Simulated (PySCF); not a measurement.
Cl2Sr, charge -1, doublet, geometry from GFN2-xTB (such geometries of metal compounds can be far from the true shape) (a state made from the parent by changing its charge; the spin is typed, not shown lowest) (all electrons, no relativity) (in this run its highest filled SCF level lies above zero, so its values depend strongly on the basis, on diffuse functions most of all). Base run: TPSS/STO-3G in PySCF.

Geometry (Å):
```xyz
3

Sr     0.2124    -0.4548     0.0937
Cl     1.4909     0.9612    -1.8234
Cl    -1.9656     0.0553     1.6140
```
Charge -1, spin multiplicity 2.
Orbitals are unrestricted.
All else is at PySCF's defaults.
Base energy -4010.93455 Eh.

Variants of this job, named by their change:

```tsv
change	ΔE vs base (µEh)	SCF cycles	<S^2>
base	0.0	7	0.751
conv_tol = 1e-6	0.0	6	0.751
init_guess = 1e	0.0	8	0.751
DIIS = EDIIS	0.0	34	0.751
level_shift = 0.3 (with mf.max_cycle = 100)	0.0	18	0.751
conv_tol = 1e-11	0.0	8	0.751
init_guess = huckel	0.0	7	0.751
init_guess = sap	0.0	7	0.751
DIIS = ADIIS	0.0	13	0.751
diis = off; damp = 0.6 (with mf.diis_start_cycle = 200; with mf.max_cycle = 150)	0.0	17	0.751
conv_tol = 1e-7	0.0	6	0.751
diis = off (with mf.max_cycle = 100)	0.0	33	0.751
solver = newton; init_guess = 1e	0.0	-	0.751
```

Open shells are given as the SCF converged; they aren't shown to be the lowest states, and a large step between rows can be another state.
